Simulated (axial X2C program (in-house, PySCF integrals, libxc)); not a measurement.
# Bond lengths and stretching modes, held linear, of SeOH

Computed with an in-house all-electron X2C program for linear molecules (integrals from PySCF): two-component X2C with atomic mean-field Coulomb and Gaunt terms, Gaussian nuclei, basis Se dyall-v3z, O dyall-av3z, H dyall-v3z with contracted cores. Spin-free rows use the one-electron spin-free X2C Hamiltonian.

Masses Se 79.917, O 15.995, H 1.008 u. States: 2c Ω = 3/2 (beyond evenly filled blocks: ω = 3/2); spin-free M_S = 1/2, Λ = 1 (beyond evenly filled blocks: π+α, π+β, π-α).

PBE0, 2c: energies above the lowest point

```
r(Se–O) (Å)  r(O–H) (Å)  E (meV)
     1.6887      0.9253    42.82
     1.6887      0.9490    27.85
     1.6887      0.9727    44.90
     1.7320      0.9253    16.22
     1.7320      0.9490     0.00
     1.7320      0.9727    15.82
     1.7320      0.9964    58.82
     1.7753      0.9253    47.97
     1.7753      0.9490    30.48
     1.7753      0.9727    45.04
     1.8186      0.9490   106.91
     1.8186      0.9964   160.65
```

Task: Fit a quadratic surface with cubic terms in each bond: where is the minimum, and what are the two stretching wavenumbers?

Result: At PBE0, 2c: bonds 1.729 and 0.949 Å; harmonic stretches 779.4 and 4060.2 cm⁻¹; force constants 5.05, 9.17 and coupling -0.20 mdyn/Å.

The other levels and Hamiltonians give:

| Hamiltonian | level | r(Se–O) (Å) | r(O–H) (Å) | lower stretch (cm⁻¹) | upper stretch (cm⁻¹) |
| --- | --- | --- | --- | --- | --- |
| 2c | HF | 1.711 | 0.933 | 811.5 | 4269.5 |
| 2c | B3LYP | 1.748 | 0.951 | 747.1 | 4003.9 |
| 2c | MP2 | 1.737 | 0.951 | 781.2 | 4032.7 |
| spin-free | PBE0 | 1.728 | 0.948 | 783.0 | 4061.6 |
| spin-free | HF | 1.709 | 0.933 | 816.9 | 4271.0 |
| spin-free | B3LYP | 1.746 | 0.951 | 751.3 | 4005.8 |
| spin-free | MP2 | 1.735 | 0.951 | 783.2 | 4032.3 |

Each state is one determinant, the lowest of a limited PBE0 search; the stretches come from a fit to these few points and carry an uncertainty of a few per cent. Other orders of the atoms were not compared. MP2 freezes inner shells (threshold -2 hartree). The molecule was held linear; bending was not examined, so a bent shape may lie lower. Note: functional without a current term on a determinant with orbital currents, of the molecule or an atom.
